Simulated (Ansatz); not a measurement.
`[OH][GeH]([F])[F]` + H₂ → `[F][GeH2][F]` + H₂O  (hydrogenolysis of a Ge–O bond)

Computed with Ansatz on PBE0-D4/def2-TZVP structures; ΔE is electronic, products minus reactants. CCSD(T)/CBS is the MP2 limit (def2-TZVPP, def2-QZVPP) plus CCSD(T) − MP2 in def2-TZVPP, frozen cores. This one scheme is used for every species. DFT in def2-TZVPP. B3LYP here is the variant with VWN-RPA as its local correlation; programs differ in this. HSE06 is defined as in plane-wave codes. For Ge outer-core shells are correlated without core-valence functions, which leaves a few kJ/mol of doubt a bond. Scalar relativity is left out up to krypton. One conformer a species, not always the lowest.

```tsv
level	ΔE (kJ/mol)	difference from CCSD(T)/CBS
LDA (SPW92)	27.8	-1.3
PBE-D4	27.9	-1.2
revPBE-D4	30.8	1.7
r2SCAN-D4	35.9	6.8
B97M-V	29.0	-0.1
PBE0-D4	25.3	-3.8
B3LYP-D4	29.6	0.5
r2SCANh-D4	34.2	5.1
r2SCAN0-D4	31.8	2.7
HSE06-D4	25.4	-3.7
BHLYP-D4	28.6	-0.5
CAM-B3LYP-D4	29.8	0.7
ωB97X-V	31.7	2.6
ωB97M-V	30.7	1.6
B2PLYP	31.4	2.3
PBE-QIDH	29.8	0.7
PBE	25.2	-3.9
revPBE	23.3	-5.8
BLYP	26.5	-2.6
PBE0	23.0	-6.1
B3LYP	25.1	-4.0
r2SCANh	33.5	4.4
HSE06	23.2	-5.9
BHLYP	25.1	-4.0
CAM-B3LYP	27.5	-1.6
LC-ωPBE	25.6	-3.5
RPA@PBE/def2-TZVPP	30.7	1.6
HF/def2-SVP	16.8	-12.3
MP2/def2-SVP	40.2	11.1
CCSD/def2-SVP	29.6	0.5
CCSD(T)/def2-SVP	32.6	3.5
HF/def2-TZVPP	24.2	-4.9
CCSD/def2-TZVPP	29.6	0.5
CCSD(T)/def2-TZVPP	33.0	3.9
HF/def2-QZVPP	23.5	-5.6
MP2/def2-QZVPP	35.7	6.6
SCS-MP2/def2-QZVPP	33.5	4.4
HF/CBS(def2)	23.4	-5.7
MP2/CBS(def2)	34.3	5.2
CCSD/CBS(def2)	25.7	-3.4
CCSD(T)/CBS	29.1	0
```

Largest T1 diagnostic among the species: 0.012.

At CCSD(T), def2-SVP lies +3.5 kJ/mol from the extrapolated value and def2-TZVPP +3.9 kJ/mol. In def2-TZVPP, CCSD(T) changes the Hartree–Fock value by +8.8 kJ/mol (the triples alone add +3.4 kJ/mol) and MP2 by +14.0 kJ/mol. From r2SCAN to r2SCAN0 (25 % exact exchange), in def2-TZVPP and without D4, ΔE moves by −4.2 kJ/mol.
